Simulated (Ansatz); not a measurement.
Ansatz (a program for electronic structure) input:

Ansatz 0.2 input:
```yaml
crystal:
  periodic: [false, false, false]
  atoms:
    - {symbol: Si, position_ang: [0.04837089, -0.56125022, -0.07054755]}
    - {symbol: N, position_ang: [1.16427069, 0.66788553, -0.54420741]}
    - {symbol: N, position_ang: [-1.21328567, 0.24191578, 0.77371426]}
    - {symbol: H, position_ang: [-0.32116000, -1.21410280, -1.37130070]}
    - {symbol: H, position_ang: [1.57786546, 1.27797662, 0.14435807]}
    - {symbol: H, position_ang: [1.78745648, 0.51224543, -1.32171296]}
    - {symbol: H, position_ang: [-1.80139376, -0.22633064, 1.44119439]}
    - {symbol: H, position_ang: [-1.57685589, 1.13910542, 0.48857889]}
basis:
  gaussian:
    orbitals: def2-TZVPD
hamiltonian:
  xc: {name: PBE}
magnetization: {spin_polarized: true, initial_magnetization: 1}
output: {forces: true}
```

Problem. What final total energy does it print?

Solution. -401.78475 Eh (PBE/def2-TZVPD). The basis has 162 functions.

It need not be the lowest isomer of its formula.
